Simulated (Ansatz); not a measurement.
Cost and result for the atomization energy of C3H7B (`BC(=C)C`) (11 atoms, 10 bonds).

| atom | x (Å) | y (Å) | z (Å) |
| --- | --- | --- | --- |
| B1 | 0.386 | -0.068 | -1.519 |
| C2 | 0.120 | -0.077 | -0.001 |
| C3 | 1.006 | -0.718 | 0.776 |
| C4 | -1.080 | 0.608 | 0.587 |
| H5 | -0.352 | 0.491 | -2.280 |
| H6 | 1.352 | -0.630 | -1.948 |
| H7 | 0.902 | -0.773 | 1.858 |
| H8 | 1.870 | -1.212 | 0.344 |
| H9 | -1.087 | 1.670 | 0.325 |
| H10 | -2.004 | 0.186 | 0.181 |
| H11 | -1.114 | 0.523 | 1.676 |

The species carries charge 0 and has multiplicity 1. Geometry: relaxed with PBE0-D4/def2-TZVP. Program: Ansatz. All runs use 2 threads of an Arm Neoverse V2 on a shared host. Times are those of one run each, without the atoms' runs, and a repeat can differ threefold. Electronic energies, without spin–orbit coupling; frozen cores. CCSD(T)/CBS adds CCSD(T) − MP2 in def2-TZVPP to the MP2 limit, and its time is that of the two runs behind it. T1 = 0.010; the RHF reference is unstable towards UHF. B3LYP takes the VWN-RPA correlation (the form of Gaussian; ORCA's B3LYP/G). HSE06 is the plane-wave form, built on full-range PBE exchange.

CCSD(T)/CBS is a level of theory with its own doubt, some kJ/mol a heavy atom from the limit and from the frozen cores, so smaller differences don't rank the functionals.

```
                            level  functions  wall time  atomization (kJ/mol)  difference from CCSD(T)/CBS  per bond
             revPBE-D4/def2-TZVPP        222      2.4 s                4325.5                          5.3       0.5
              BHLYP-D4/def2-TZVPP        222      2.5 s                4261.4                        -58.8      -5.9
               PBE0-D4/def2-TZVPP        222      2.5 s                4365.0                         44.8       4.5
              HSE06-D4/def2-TZVPP        222      2.6 s                4367.8                         47.6       4.8
          CAM-B3LYP-D4/def2-TZVPP        222      2.7 s                4361.6                         41.4       4.1
                 CCSD(T)/def2-SVP         91        3 s                4171.1                       -149.1     -14.9
B3LYP-D4/def2-TZVPP (with forces)        222      4.1 s                4353.0                         32.8       3.3
                B2PLYP/def2-TZVPP        222      4.8 s                4307.4                        -12.8      -1.3
               ωB97X-V/def2-TZVPP        222        7 s                4332.3                         12.1       1.2
 ωB97M-V/def2-TZVPP (with forces)        222       10 s                4346.4                         26.2       2.6
                   MP2/def2-QZVPP        438       23 s                4332.8                         12.6       1.3
               CCSD(T)/def2-TZVPP        222       73 s                4234.3                        -85.9      -8.6
                CCSD(T)/CBS(def2)          –       96 s                4320.2                          0.0       0.0
```

In def2-TZVPP, CCSD(T) changes the Hartree–Fock value by +895.7 kJ/mol (the triples alone add +51.7 kJ/mol) and MP2 by +943.7 kJ/mol; breaking electron pairs costs correlation energy, which Hartree–Fock lacks. From r2SCAN to r2SCAN0 (25 % exact exchange), in def2-TZVPP and without D4, the atomization energy moves by −40.8 kJ/mol: exact exchange takes away binding that semilocal exchange gives to molecules. Leaving LDA and LC-ωPBE aside and taking each functional with its dispersion term where it has one, the values, not all of them listed here, spread over 153.3 kJ/mol, from BHLYP-D4 to PBE-D4. LDA lies +486.1 kJ/mol from PBE without D4, its usual overbinding.
